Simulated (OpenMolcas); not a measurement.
V3+ (d2) in a complex was computed by CASSCF with the d shell active (OpenMolcas, ANO-RCC-VDZP on the metal). Its lowest spin-free states, and all those of the highest spin:

| 2S+1 | Degeneracy | E (cm-1) |
| --- | --- | --- |
| 3 | 1 | 0.0 |
| 3 | 3 | 5504 |
| 3 | 3 | 9437 |
| 1 | 2 | 13737 |
| 1 | 3 | 18458 |
| 3 | 3 | 20611 |
| 1 | 1 | 21495 |
| 1 | 3 | 22943 |
| 1 | 2 | 25860 |
| 1 | 3 | 27053 |
| 1 | 1 | 50053 |

Question: Is the site octahedral, tetrahedral or cube-like, axial, or of lower symmetry?

Answer: The states with 2S+1 = 3 have orbital degeneracies 1, 3, 3, 3. Threefold states need a cubic site. For d2 at this spin an octahedron puts the threefold T1 below the threefold T2 and a tetrahedron or cube puts the single A2 below the threefold T2, so the site is a tetrahedron or a cube, which this pattern cannot tell apart. The first gap at this spin, 5500 cm-1, is |10Dq| in ligand-field theory. The run had V3+ with 4 ligands (chloride) in tetrahedral coordination (Td) at 2.27 Å. A charge of +0.25 e stands 2.6 Å behind each ligand. Ligand basis ANO-RCC-VDZP.

Without dynamic correlation the repulsion within the d shell is too large (B by tens of per cent), so at a given field states of lower spin stand too high. Ligand-to-metal charge-transfer states are missing. With no ligand orbital active B as a rule stays too high, so bands that hang on it stand too high and its fall with covalency is understated. With metal d orbitals alone and no dynamic correlation the field as a rule comes out too small, by tens of per cent, by up to half for chloride and softer ligands. No measured value stands beside these numbers; the geometry is a model, was not optimised and need not be the one that this ion takes.
